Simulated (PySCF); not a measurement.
# Electron correlation in Ar (argon, neutral)

[Ar], closed-shell 1S. Calculation: PySCF 2.14, in aug-cc-pCVTZ-DK with one added diffuse shell each of s, p, d, f type (9s8p6d4f, 91 functions); the spin-free X2C one-electron Hamiltonian (Gaussian nucleus). Frozen: 1s2; 16 electrons correlated.

```json
{"level": "CCSD", "correlation energy (mhartree)": "-538.25"}
{"level": "(T)", "correlation energy (mhartree)": "-9.96"}
{"level": "CCSD(T)", "correlation energy (mhartree)": "-548.21"}
```

Diagnostics: T1 = 0.0023, D1 = 0.0046, largest double amplitude 0.030.

Cost of the coupled-cluster step: roughly 15 core-seconds, for 16 correlated electrons.

Iterations:

```
CC2 = 0
CCSD nocc = 8, nmo = 90
frozen orbitals [0]
max_cycle = 100
direct = 0
conv_tol = 1e-08
conv_tol_normt = 1e-06
diis_space = 8
diis_start_cycle = 0
Init t2, MP2 energy = -529.146112305377  E_corr(MP2) -0.524409878961221
Init E_corr(CCSD) = -0.524409878974954
cycle = 1  E_corr(CCSD) = -0.533702327854565  dE = -0.00929244888  norm(t1,t2) = 0.0202657
cycle = 2  E_corr(CCSD) = -0.537554972538613  dE = -0.00385264468  norm(t1,t2) = 0.00546562
cycle = 3  E_corr(CCSD) = -0.53818820389979  dE = -0.000633231361  norm(t1,t2) = 0.00157166
cycle = 4  E_corr(CCSD) = -0.538262919548261  dE = -7.47156485e-05  norm(t1,t2) = 0.000295333
cycle = 5  E_corr(CCSD) = -0.53825056680237  dE = 1.23527459e-05  norm(t1,t2) = 6.75992e-05
cycle = 6  E_corr(CCSD) = -0.538246887910833  dE = 3.67889154e-06  norm(t1,t2) = 1.34138e-05
cycle = 7  E_corr(CCSD) = -0.538247459597847  dE = -5.71687013e-07  norm(t1,t2) = 3.8111e-06
cycle = 8  E_corr(CCSD) = -0.538247575669835  dE = -1.16071988e-07  norm(t1,t2) = 9.31366e-07
cycle = 9  E_corr(CCSD) = -0.538247542018885  dE = 3.36509499e-08  norm(t1,t2) = 2.46602e-07
cycle = 10  E_corr(CCSD) = -0.538247535021922  dE = 6.99696245e-09  norm(t1,t2) = 4.08781e-08
CCSD converged
E(CCSD) = -529.1599499614372  E_corr = -0.5382475350219224
CCSD(T) correction = -0.00996060187765339
```
